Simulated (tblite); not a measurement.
C4H8O4SSi.
Atom-mapped SMILES: `[O:1]=[CH:2][C@@:3]1([SiH3:4])[CH2:5][C@H:6]1[S:7](=[O:8])(=[O:9])[OH:10]` (hydrogens: H11 on C2; H12, H13, H14 on Si4; H15, H16 on C5; H17 on C6; H18 on O10)

Computed geometry: GFN2-xTB, gas phase.

List the bond lengths, angles and torsions at this level.

| bond | length (Å) |
| --- | --- |
| O1=C2 | 1.214 |
| C2–C3 | 1.484 |
| C3–Si4 | 1.903 |
| C3–C5 | 1.494 |
| C5–C6 | 1.493 |
| C6–S7 | 1.788 |
| S7=O8 | 1.441 |
| S7=O9 | 1.421 |
| S7–O10 | 1.582 |
| C3–C6 | 1.495 |
| C2–H11 | 1.101 |
| Si4–H12, Si4–H13, Si4–H14 | 1.462 |
| C5–H15 | 1.081 |
| C5–H16 | 1.081 |
| C6–H17 | 1.076 |
| O10–H18 | 0.979 |

Bonds in one row agree within 0.01 Å and their mean is given. A selection of angles:
| angle | degrees |
| --- | --- |
| O1–C2–C3 | 122.3 |
| C2–C3–Si4 | 111.2 |
| C2–C3–C5 | 119.9 |
| C2–C3–C6 | 116.6 |
| Si4–C3–C5 | 121.7 |
| Si4–C3–C6 | 118.5 |
| C5–C3–C6 | 59.9 |
| C3–C5–C6 | 60.1 |
| C5–C6–S7 | 113.2 |
| C3–C6–C5 | 60.0 |
| C3–C6–S7 | 109.0 |
| C6–S7–O8 | 105.6 |
| C6–S7–O9 | 111.9 |
| C6–S7–O10 | 101.8 |
| O8–S7–O9 | 118.9 |
| O8–S7–O10 | 109.3 |
| O9–S7–O10 | 108.1 |
| H18–O10–S7 | 109.8 |

Dihedral angles: O1–C2–C3–Si4 64° (synclinal); C2–C3–C5–C6 105° (anticlinal); C3–C5–C6–S7 -99° (anticlinal); C5–C6–S7–O8 29° (synperiplanar); C2–C3–C6–C5 -111° (anticlinal); H18–O10–S7–C6 -73° (synclinal).

Of the pairs four or more bonds apart, those above aside, C2···O8 is among the closest relative to their van der Waals radii: 2.30 Å, 72 % of the sum of Bondi's values. The 3 O–S bonds span 1.421 Å (S7=O9, drawn double) to 1.582 Å (S7–O10, drawn single), a spread of 0.161 Å. S7 (sulfonyl sulfur) is distorted tetrahedral (angles from 101.8° to 118.9°). Si4 (SiH3 silicon) is distorted tetrahedral (angles from 105.7° to 112.2°). O10 (hydroxyl oxygen) is bent (angle 109.8°). H18 on O10 lies 1.79 Å from O1, 6 bonds away (angle at H 146°; Bondi radii sum to 2.72 Å): the geometry of an intramolecular hydrogen bond. The 3-membered ring C3–C5–C6 has internal angles of 59.9° to 60.1°.

Point group: C1 (no symmetry element, even within 0.4 Å). Its GFN2-xTB frequencies are all real (lowest 72 cm⁻¹). One conformer, not necessarily the lowest (O1–C2–C3–Si4 64°, C5–C6–S7–O8 29°, C6–S7–O10–H -73°). 2 starts were optimised and ended at 0.00 and 6.44 kcal/mol (GFN2-xTB); the lowest of these is shown.
